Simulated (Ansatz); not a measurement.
Cost and result for the atomization energy of `[NH2][In]([SH])[SH]` (8 atoms, 7 bonds).

Charge 0, multiplicity 1. Correlated methods include outer-core shells of In, which these sets cover unevenly. In: def2 effective core potential. Geometry: relaxed with PBE0-D4/def2-TZVP. It is one conformer, not always the lowest. Program: Ansatz. Hardware: A = 2 threads of an AMD EPYC 7R13 on a shared host; B = 2 threads of an AMD EPYC 7R13 on a shared host and a share of an NVIDIA H100 80 GB. Times are those of one run each, without the atoms' runs, and a repeat can differ threefold. Electronic energies, without spin–orbit coupling; frozen cores. CCSD(T)/CBS adds CCSD(T) − MP2 in def2-TZVPP to the MP2 limit, and its time is that of the two runs behind it. T1 = 0.014. With those shells the extrapolation isn't a true limit. B3LYP takes the VWN-RPA correlation (the form of Gaussian; ORCA's B3LYP/G).

CCSD(T)/CBS is a level of theory with its own doubt, some kJ/mol a heavy atom from the limit and from the frozen cores, so smaller differences don't rank the functionals.

```json
{"level": "PBE-D4/def2-TZVPP (with forces) [A]", "functions": "221", "wall time": "3.4 s", "atomization (kJ/mol)": "2317.5", "difference from CCSD(T)/CBS": "16.8", "per bond": "2.4"}
{"level": "PBE0-D4/def2-TZVPP [A]", "functions": "221", "wall time": "4.5 s", "atomization (kJ/mol)": "2269.3", "difference from CCSD(T)/CBS": "-31.4", "per bond": "-4.5"}
{"level": "r2SCAN-D4/def2-TZVPP (with forces) [A]", "functions": "221", "wall time": "6.5 s", "atomization (kJ/mol)": "2281.6", "difference from CCSD(T)/CBS": "-19.1", "per bond": "-2.7"}
{"level": "B3LYP-D4/def2-TZVPP (with forces) [A]", "functions": "221", "wall time": "7.5 s", "atomization (kJ/mol)": "2260.3", "difference from CCSD(T)/CBS": "-40.4", "per bond": "-5.8"}
{"level": "B2PLYP/def2-TZVPP [A]", "functions": "221", "wall time": "8 s", "atomization (kJ/mol)": "2233.2", "difference from CCSD(T)/CBS": "-67.5", "per bond": "-9.6"}
{"level": "CCSD(T)/def2-TZVPP [B]", "functions": "221", "wall time": "8.5 s", "atomization (kJ/mol)": "2209.0", "difference from CCSD(T)/CBS": "-91.7", "per bond": "-13.1"}
{"level": "ωB97X-V/def2-TZVPP [A]", "functions": "221", "wall time": "10 s", "atomization (kJ/mol)": "2309.2", "difference from CCSD(T)/CBS": "8.5", "per bond": "1.2"}
{"level": "ωB97M-V/def2-TZVPP (with forces) [A]", "functions": "221", "wall time": "15 s", "atomization (kJ/mol)": "2303.6", "difference from CCSD(T)/CBS": "2.9", "per bond": "0.4"}
{"level": "CCSD(T)/def2-QZVPP [B]", "functions": "399", "wall time": "15 s", "atomization (kJ/mol)": "2267.6", "difference from CCSD(T)/CBS": "-33.1", "per bond": "-4.7"}
{"level": "CCSD(T)/CBS(def2)", "functions": "–", "wall time": "23 s", "atomization (kJ/mol)": "2300.7", "difference from CCSD(T)/CBS": "0.0", "per bond": "0.0"}
```

The D4 term adds +30.0 kJ/mol with B3LYP and +16.1 kJ/mol with PBE0; it sums over pairs of atoms, weighted by their polarisabilities, and B3LYP, whose exchange is more repulsive, gets the larger term. From PBE to PBE0 (25 % exact exchange), in def2-TZVPP and without D4, the atomization energy moves by −45.8 kJ/mol: exact exchange takes away binding that semilocal exchange gives to molecules. In def2-TZVPP, CCSD(T) changes the Hartree–Fock value by +716.2 kJ/mol (the triples alone add +49.4 kJ/mol) and MP2 by +738.0 kJ/mol; breaking electron pairs costs correlation energy, which Hartree–Fock lacks.

Spin–orbit coupling would lower the free In atoms strongly, and the atomization energy with them, by more than many differences here.
